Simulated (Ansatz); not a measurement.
`FCC#C[SiH3]`, charge 0, multiplicity 1.

Q: Give a relaxed structure at PBE0-D4/def2-TZVP (the Gaussian-basis code of Ansatz). (Best estimate.)

A: Ansatz gave: 
Cartesian coordinates in Å:
```
F -2.166 0.855 1.911
C -2.084 0.079 0.773
C -0.726 0.025 0.266
C 0.399 -0.031 -0.172
Si 2.099 -0.109 -0.821
H -2.752 0.508 0.019
H -2.435 -0.928 1.021
H 2.542 1.250 -1.217
H 3.004 -0.644 0.225
H 2.120 -1.005 -2.004
```
Point group Cs.
This is one stationary point; other conformers may exist.
